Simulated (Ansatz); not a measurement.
Reaction (ligand exchange at a B–Se bond): `NB[SeH]` + `OCF` → `NBOCF` + H₂Se

Isolated molecules relaxed with PBE0-D4/def2-TZVP in Ansatz; ΔE leaves out vibrations. CBS: MP2 limit from def2 TZ/QZ plus the TZ coupled-cluster correction, frozen cores. DFT in def2-TZVPP. For Se outer-core shells are correlated without core-valence functions, which leaves a few kJ/mol of doubt a bond. Scalar relativity is left out up to krypton. Each species was taken in one conformer, which may not be the lowest.

| level | ΔE (eV) |
| --- | --- |
| PBE-D4 | -0.46 |
| r2SCAN-D4 | -0.53 |
| PBE0-D4 | -0.49 |
| r2SCAN | -0.53 |
| HF/def2-TZVPP | -0.69 |
| SCS-MP2/def2-TZVPP | -0.54 |
| MP2/def2-QZVPP | -0.48 |
| CCSD/CBS(def2) | -0.54 |

Q: What does CCSD(T)/CBS give? (Best estimate.)

A: The calculation gave: -0.51 eV. The listed levels differ from it by 0.05, -0.02, 0.02, -0.02, -0.18, -0.03, 0.03, -0.03 eV.

Largest T1 diagnostic among the species: 0.012.

In def2-TZVPP, CCSD(T) changes the Hartree–Fock value by +0.15 eV (the triples alone add +0.02 eV) and MP2 by +0.20 eV.
